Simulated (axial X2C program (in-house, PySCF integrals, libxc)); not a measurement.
# Nuclear properties of TeBr⁻

Calculated with an in-house all-electron X2C program for linear molecules (integrals from PySCF): two-component X2C with atomic mean-field Coulomb and Gaunt terms, Gaussian nuclei, basis Te dyall-acv3z, Br dyall-acv3z with contracted cores.

R = 2.607 Å (near the PBE0 minimum at charge -1 of the determinant lowest at the starting distance; the state shown can have its own minimum elsewhere).

Determinant lowest in the PBE0 search, Ω = 0 (closed shell), highest spinor 83% Te p, 8% Br p, 6% Br d:

```
level  qzz Te (a.u.)  qzz Br (a.u.)
 PBE0          15.04           5.84
   HF          16.62           5.24
 BP86          14.39           5.92
  PBE          14.30           5.92
  LDA          14.56           6.05
```

Determinant 0.96 eV from it at PBE0 and this distance, Ω = 2 (⟨Sz⟩ = 0.99, ⟨Lz⟩ = 1.01 at PBE0), spin on the atoms Te 0.86, Br 0.13:

| level | Eeff magnitude (GV/cm) | Ws magnitude Te (kHz) | Ws magnitude Br (kHz) | A∥/gI Te (MHz) | qzz Te (a.u.) | A∥/gI Br (MHz) | qzz Br (a.u.) |
| --- | --- | --- | --- | --- | --- | --- | --- |
| PBE0 | 8.12 | 3.45 | 0.674 | 697 | 2.94 | 309 | 2.52 |
| HF | 11.5 | 4.64 | 0.775 | 726 | 3.35 | 312 | 2.28 |
| BP86 | 6.92 | 2.99 | 0.614 | 686 | 3.05 | 315 | 2.45 |
| PBE | 6.87 | 2.97 | 0.613 | 662 | 3.09 | 310 | 2.49 |
| LDA | 6.59 | 2.88 | 0.603 | 710 | 3.01 | 329 | 2.47 |

Eeff is the effective electric field on the electron electric dipole moment in this Ω state and Ws the scalar–pseudoscalar constant of the nucleus named (defined with the proton number Z and per Ω); A∥ (defined per Ω) follows by multiplying with gI = μI/(I μN); qzz is the electric field gradient, eQq0 = 234.96 MHz × Q/barn × qzz. The operators were transformed with the bare-nucleus X2C matrices; with these basis sets, hyperfine constants and field gradients can be off by tens of per cent, and where levels differ in sign neither size nor sign is settled.

Question: With Q(79Br) = 0.3087 barn (Q from Pyykkö, Mol. Phys. 2018), turn the PBE0 values of the first state into constants in MHz.

Answer: eQq0(79Br) = 234.96 × (0.3087) × (5.84) = 424 MHz.

Each state is one determinant with collinear spin, which with several unpaired electrons need not be a pure state. Unrestricted Hartree–Fock can overshoot spin polarisation at the nuclei. For an anion, determinants above electron detachment, or with a positive highest level, are held by the basis set. With several open shells hyperfine constants can be off by a factor of several. Open-shell Ω = 0 determinants with evenly filled partner blocks cannot be reached by this program, so the Ω shown need not be the lowest component. The search compared states at one distance, so a state with another bond length can lie lower. Further determinants of the search, some of them spin-mixed, are not shown. PBE0 term energies can be off by some tenths of an eV.
